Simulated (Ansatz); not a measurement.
Ansatz (a program for electronic structure) input file for FGeH7Si2, SMILES F[SiH2][SiH2][GeH3], CAM-B3LYP/def2-SVPD. Geometry: r2SCAN-D4/def2-SVP. The structure was generated by enumeration, and PubChem lists no compound with its InChIKey, so it may never have been made. The values are those of a single conformer.

Ansatz 0.2 input:
```yaml
crystal:
  periodic: [false, false, false]
  atoms:
    - {symbol: Si, position_ang: [0.59624537, 1.97367960, -0.00000000]}
    - {symbol: F, position_ang: [-0.15274506, 3.42511912, 0.00000000]}
    - {symbol: Si, position_ang: [-0.97075241, 0.23339247, -0.00000000]}
    - {symbol: Ge, position_ang: [0.18797863, -1.85042573, 0.00000000]}
    - {symbol: H, position_ang: [1.45919692, 1.89780433, -1.21587777]}
    - {symbol: H, position_ang: [1.45919691, 1.89780434, 1.21587777]}
    - {symbol: H, position_ang: [-1.83805384, 0.32188486, 1.21608310]}
    - {symbol: H, position_ang: [-1.83805383, 0.32188487, -1.21608311]}
    - {symbol: H, position_ang: [1.08128512, -1.96325830, -1.24538453]}
    - {symbol: H, position_ang: [1.08128511, -1.96325830, 1.24538453]}
    - {symbol: H, position_ang: [-0.80236858, -3.02431941, -0.00000001]}
basis:
  gaussian:
    orbitals: def2-SVPD
hamiltonian:
  xc: {name: CAM-B3LYP}
```

It prints:

```
WARN ansatz: RAYON_NUM_THREADS=1 ignored (pool sized by the plan → 1); use --threads N
Functional definition: CAM-B3LYP
integrals: 0.14 GiB planned
1541 factors; their error is unknown
integrals: 0.17 GiB planned
650 factors; integrals over basis functions are off by at most 2.2e-5 eV
mean field: 1.35 GiB planned
mean field evaluation 1: about -75092.5399 eV, gradient 3.4e1 eV
mean field evaluation 2: about -75091.2642 eV, gradient 4.7e1 eV
mean field evaluation 4: about -75094.3232 eV, gradient 1.5e0 eV
mean field evaluation 8: about -75094.3252 eV, gradient 3.8e-2 eV
mean field evaluation 16: about -75094.5642 eV, gradient 3.9e-5 eV
mean field -75094.56415283 eV, -2759.6743316926 hartree, gradient 3.9e-5 eV, S^2 0.000000; 0 other end points of the search recorded, 0 dependent functions left out
reference -75094.56431310 eV, -2759.6743375827 hartree; 38, 38 occupied and 127, 127 virtual orbitals, 1541 factors
Total energy: -75094.56431310 eV, -2759.6743375827 hartree
```

The calculation finished and met its thresholds.

Cost: roughly 7 core-seconds.
